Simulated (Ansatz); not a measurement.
Ansatz (a quantum-chemistry and plane-wave program) input file for C4H16Al2N2, SMILES [Al-]1([CH3])([CH3])[NH2+][Al-]([CH3])([CH3])[NH2+]1, r2SCAN-D4/def2-SVP. 

Ansatz 0.2 input:
```yaml
crystal:
  periodic: [false, false, false]
  atoms:
    - {symbol: C, position_ang: [-2.30093144, 1.77271246, -0.06773099]}
    - {symbol: Al, position_ang: [-1.40554531, 0.00187270, -0.20948051]}
    - {symbol: C, position_ang: [-2.21882125, -1.76986989, -0.60627652]}
    - {symbol: N, position_ang: [0.19894481, 0.21417463, -1.34034345]}
    - {symbol: Al, position_ang: [1.40407357, -0.00110075, 0.20843531]}
    - {symbol: C, position_ang: [2.22257433, 1.76493132, 0.61932811]}
    - {symbol: C, position_ang: [2.29970156, -1.77103372, 0.05657416]}
    - {symbol: N, position_ang: [-0.20024288, -0.21139652, 1.33918351]}
    - {symbol: H, position_ang: [-2.81849488, 2.04362338, -0.99339311]}
    - {symbol: H, position_ang: [-3.06921876, 1.78400199, 0.71165480]}
    - {symbol: H, position_ang: [-1.62112144, 2.60137528, 0.15830285]}
    - {symbol: H, position_ang: [-1.49838128, -2.59440648, -0.63896886]}
    - {symbol: H, position_ang: [-2.73902367, -1.77787608, -1.56905779]}
    - {symbol: H, position_ang: [-2.97240107, -2.05016221, 0.13656852]}
    - {symbol: H, position_ang: [0.27040258, 1.10992327, -1.81845206]}
    - {symbol: H, position_ang: [0.30615026, -0.49426604, -2.06339622]}
    - {symbol: H, position_ang: [1.50889920, 2.59540853, 0.64541531]}
    - {symbol: H, position_ang: [2.72751601, 1.76344375, 1.59039986]}
    - {symbol: H, position_ang: [2.99029279, 2.04222821, -0.10952871]}
    - {symbol: H, position_ang: [2.81874770, -2.04744789, 0.97960960]}
    - {symbol: H, position_ang: [3.06726265, -1.77559560, -0.72362817]}
    - {symbol: H, position_ang: [1.62147174, -2.59939554, -0.17463679]}
    - {symbol: H, position_ang: [-0.30632170, 0.49666178, 2.06279017]}
    - {symbol: H, position_ang: [-0.27269995, -1.10743986, 1.81665921]}
basis:
  gaussian:
    orbitals: def2-SVP
hamiltonian:
  xc: r2scan
  dispersion: d4
relax: {f_tol: 0.002, max_steps: 200}
```

Log of the run:

```
WARN ansatz: RAYON_NUM_THREADS=2 ignored (pool sized by the plan → 2); use --threads N
Functional definition: r2SCAN
integrals: 0.22 GiB planned
2290 factors; their error is unknown
mean field: 1.08 GiB planned
mean field evaluation 1: about -20540.5647 eV, gradient 1.2e2 eV
mean field evaluation 2: about -20513.3386 eV, gradient 1.5e2 eV
mean field evaluation 4: about -20572.8238 eV, gradient 9.1e0 eV
mean field evaluation 8: about -20573.0456 eV, gradient 3.5e-2 eV
mean field evaluation 16: about -20572.9479 eV, gradient 4.3e-5 eV
mean field -20572.94785860 eV, -756.0418889586 hartree, gradient 4.3e-5 eV, S^2 0.000000; 0 other end points of the search recorded, 0 dependent functions left out
the calculation of the forces begins
reference -20572.94787438 eV, -756.0418895385 hartree; 40, 40 occupied and 160, 160 virtual orbitals, 2290 factors
relax step   1: F+E_penalty+E_count = -20573.11966087 eV  Δ(F+E_penalty+E_count) = +0.000e0 eV  max|allowed force component| = 6.042e-1 eV/Å  Δτ_max = 0.0000 Å  (28 SCF iters, accepted)
these checks for a lower state are left out or cut short: starts, cluster_reference, orbital_swaps, neighbouring_geometries, increment
integrals: 0.22 GiB planned
2290 factors; their error is unknown
mean field: 1.08 GiB planned
mean field -20573.00881650 eV, -756.0441291202 hartree, gradient 1.9e-5 eV, S^2 0.000000; 0 other end points of the search recorded, 0 dependent functions left out
the calculation of the forces begins
reference -20573.00883229 eV, -756.0441297006 hartree; 40, 40 occupied and 160, 160 virtual orbitals, 2290 factors
relax step   2: F+E_penalty+E_count = -20573.18029808 eV  Δ(F+E_penalty+E_count) = -6.064e-2 eV  max|allowed force component| = 2.008e-1 eV/Å  Δτ_max = 0.0623 Å  (29 SCF iters, accepted)
these checks for a lower state are left out or cut short: starts, cluster_reference, orbital_swaps, neighbouring_geometries, increment
integrals: 0.22 GiB planned
2290 factors; their error is unknown
mean field: 1.08 GiB planned
mean field -20573.01406223 eV, -756.0443218970 hartree, gradient 1.9e-5 eV, S^2 0.000000; 0 other end points of the search recorded, 0 dependent functions left out
the calculation of the forces begins
reference -20573.01407803 eV, -756.0443224777 hartree; 40, 40 occupied and 160, 160 virtual orbitals, 2290 factors
relax step   3: F+E_penalty+E_count = -20573.18558227 eV  Δ(F+E_penalty+E_count) = -5.284e-3 eV  max|allowed force component| = 2.907e-2 eV/Å  Δτ_max = 0.0171 Å  (30 SCF iters, accepted)
these checks for a lower state are left out or cut short: starts, cluster_reference, orbital_swaps, neighbouring_geometries, increment
integrals: 0.22 GiB planned
2290 factors; their error is unknown
mean field: 1.08 GiB planned
mean field evaluation 32: about -20573.0871 eV, gradient 8.7e-1 eV
mean field -20573.01522749 eV, -756.0443647198 hartree, gradient 2.0e-5 eV, S^2 0.000000; 0 other end points of the search recorded, 0 dependent functions left out
the calculation of the forces begins
reference -20573.01524332 eV, -756.0443653013 hartree; 40, 40 occupied and 160, 160 virtual orbitals, 2290 factors
relax step   4: F+E_penalty+E_count = -20573.18659791 eV  Δ(F+E_penalty+E_count) = -1.016e-3 eV  max|allowed force component| = 3.097e-2 eV/Å  Δτ_max = 0.0191 Å  (29 SCF iters, accepted)
these checks for a lower state are left out or cut short: starts, cluster_reference, orbital_swaps, neighbouring_geometries, increment
integrals: 0.22 GiB planned
2290 factors; their error is unknown
mean field: 1.08 GiB planned
mean field -20573.01560892 eV, -756.0443787369 hartree, gradient 2.0e-5 eV, S^2 0.000000; 0 other end points of the search recorded, 0 dependent functions left out
the calculation of the forces begins
reference -20573.01562475 eV, -756.0443793187 hartree; 40, 40 occupied and 160, 160 virtual orbitals, 2290 factors
relax step   5: F+E_penalty+E_count = -20573.18686262 eV  Δ(F+E_penalty+E_count) = -2.647e-4 eV  max|allowed force component| = 1.095e-2 eV/Å  Δτ_max = 0.0120 Å  (30 SCF iters, accepted)
these checks for a lower state are left out or cut short: starts, cluster_reference, orbital_swaps, neighbouring_geometries, increment
integrals: 0.22 GiB planned
2290 factors; their error is unknown
mean field: 1.08 GiB planned
mean field -20573.01567802 eV, -756.0443812762 hartree, gradient 1.1e-5 eV, S^2 0.000000; 0 other end points of the search recorded, 0 dependent functions left out
the calculation of the forces begins
reference -20573.01569385 eV, -756.0443818582 hartree; 40, 40 occupied and 160, 160 virtual orbitals, 2290 factors
relax step   6: F+E_penalty+E_count = -20573.18689364 eV  Δ(F+E_penalty+E_count) = -3.102e-5 eV  max|allowed force component| = 1.852e-3 eV/Å  Δτ_max = 0.0040 Å  (23 SCF iters, accepted)
these checks for a lower state are left out or cut short: starts, cluster_reference, orbital_swaps, neighbouring_geometries, increment
integrals: 0.22 GiB planned
2290 factors; their error is unknown
mean field: 1.08 GiB planned
mean field -20573.01572575 eV, -756.0443830303 hartree, gradient 9.1e-6 eV, S^2 0.000000; 0 other end points of the search recorded, 0 dependent functions left out
the calculation of the forces begins
reference -20573.01574159 eV, -756.0443836124 hartree; 40, 40 occupied and 160, 160 virtual orbitals, 2290 factors
relax step   7: F+E_penalty+E_count = -20573.18690031 eV  Δ(F+E_penalty+E_count) = -6.674e-6 eV  max|allowed force component| = 1.018e-3 eV/Å  Δτ_max = 0.0036 Å  (23 SCF iters, accepted)
integrals: 0.22 GiB planned
2290 factors; their error is unknown
mean field: 1.08 GiB planned
mean field evaluation 64: about -20573.0859 eV, gradient 1.3e0 eV
mean field -20573.01572575 eV, -756.0443830303 hartree, gradient 9.6e-6 eV, S^2 0.000000; 1 other end points of the search recorded, 0 dependent functions left out
the calculation of the forces begins
reference -20573.01574159 eV, -756.0443836124 hartree; 40, 40 occupied and 160, 160 virtual orbitals, 2290 factors
Total energy: -20573.18691615 eV, -756.0506741617 hartree
Atom 0 at    -2.365435     1.716041    -0.080306 Å, force    -0.000278     0.000486    -0.000023 eV/Å
Atom 1 at    -1.410458     0.000922    -0.209815 Å, force    -0.001018     0.000154    -0.000157 eV/Å
Atom 2 at    -2.286633    -1.713926    -0.612341 Å, force    -0.000245    -0.000518     0.000065 eV/Å
Atom 3 at     0.199702     0.212450    -1.335036 Å, force     0.000088    -0.000068    -0.000685 eV/Å
Atom 4 at     1.411529    -0.001266     0.210697 Å, force     0.000754     0.000170     0.000068 eV/Å
Atom 5 at     2.289749     1.712377     0.613876 Å, force     0.000385     0.000343     0.000299 eV/Å
Atom 6 at     2.364460    -1.717454     0.080221 Å, force     0.000386    -0.000379    -0.000070 eV/Å
Atom 7 at    -0.198661    -0.211442     1.336124 Å, force    -0.000073    -0.000306     0.000622 eV/Å
Atom 8 at    -2.884860     1.978281    -1.019611 Å, force     0.000070    -0.000147     0.000038 eV/Å
Atom 9 at    -3.142256     1.704884     0.705365 Å, force     0.000087    -0.000195     0.000015 eV/Å
Atom 10 at    -1.694361     2.562749     0.154015 Å, force     0.000219     0.000041     0.000082 eV/Å
Atom 11 at    -1.576446    -2.560654    -0.641515 Å, force     0.000147    -0.000058     0.000009 eV/Å
Atom 12 at    -2.801166    -1.702387    -1.590079 Å, force     0.000120     0.000237    -0.000033 eV/Å
Atom 13 at    -3.056959    -1.976418     0.135033 Å, force     0.000074     0.000218    -0.000067 eV/Å
Atom 14 at     0.271295     1.114717    -1.811226 Å, force     0.000081    -0.000129    -0.000222 eV/Å
Atom 15 at     0.307635    -0.498190    -2.062570 Å, force    -0.000027     0.000162    -0.000220 eV/Å
Atom 16 at     1.580843     2.560197     0.642398 Å, force    -0.000274    -0.000019    -0.000075 eV/Å
Atom 17 at     2.803202     1.699947     1.592182 Å, force    -0.000016    -0.000067    -0.000114 eV/Å
Atom 18 at     3.061290     1.973729    -0.132629 Å, force    -0.000066    -0.000148    -0.000102 eV/Å
Atom 19 at     2.884186    -1.980672     1.019079 Å, force    -0.000072     0.000159     0.000064 eV/Å
Atom 20 at     3.140790    -1.706883    -0.705952 Å, force    -0.000048     0.000138     0.000073 eV/Å
Atom 21 at     1.692254    -2.563283    -0.154033 Å, force    -0.000209     0.000014    -0.000006 eV/Å
Atom 22 at    -0.306345     0.499899     2.063011 Å, force    -0.000104    -0.000182     0.000171 eV/Å
Atom 23 at    -0.270522    -1.113249     1.813141 Å, force     0.000019     0.000092     0.000270 eV/Å
Dipole moment:     0.000026     0.000535     0.000092 e Å
```

The calculation finished and met its thresholds.
